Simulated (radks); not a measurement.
The numbers below are computed, except where a source is named.
Coulomb parameter of the 5d shell of the tungsten ion W3+ in the model configuration [Xe] 4f14 5d2 6s1, as a second difference U = [E(n + 0.5) + E(n - 0.5) - 2 E(n)] / (0.5)^2 with all orbitals relaxed. "Bare": the charge of the atom changes with n. "Screened": the 6s shell takes up the change at fixed total charge, which measures U(5d,5d) + U(6s,6s) - 2 U(5d,6s). Code: a radial shooting solver on a logarithmic mesh with Libxc functionals. Model: Dirac Kohn-Sham, PBEsol, spin-unpolarised, spherical densities, finite nucleus; open shells are shared between the two j in proportion to 2j + 1; Fermi nuclear charge, rms radius 5.3658 fm.

case,configuration,E - E(n) (eV)
start,[Xe] 4f14 5d2 6s1,0.000
bare +0.5,[Xe] 4f14 5d2.5 6s1,-15.283
bare -0.5,[Xe] 4f14 5d1.5 6s1,18.314
screened +0.5,[Xe] 4f14 5d2.5 6s0.5,-1.785
screened -0.5,[Xe] 4f14 5d1.5 6s1.5,2.016

U(bare) = 12.126 eV, U(screened by 6s) = 0.926 eV.
